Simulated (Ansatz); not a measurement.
The molecule BeO, closed-shell singlet (the spin of the measured ground state).

D_e counts from the fitted minimum to each atom's lowest state at the same level, without counterpoise. The singlet is restricted.

Frozen-core correlation. CBS: X⁻³ extrapolation of the correlation energy, Hartree–Fock from the larger set.

The values were computed with Ansatz (an electronic-structure program). Each number belongs to the level named beside it.

Q: What is the computed bond energy D_e (B97M-V/def2-TZVPP)?

A: 4.50 eV
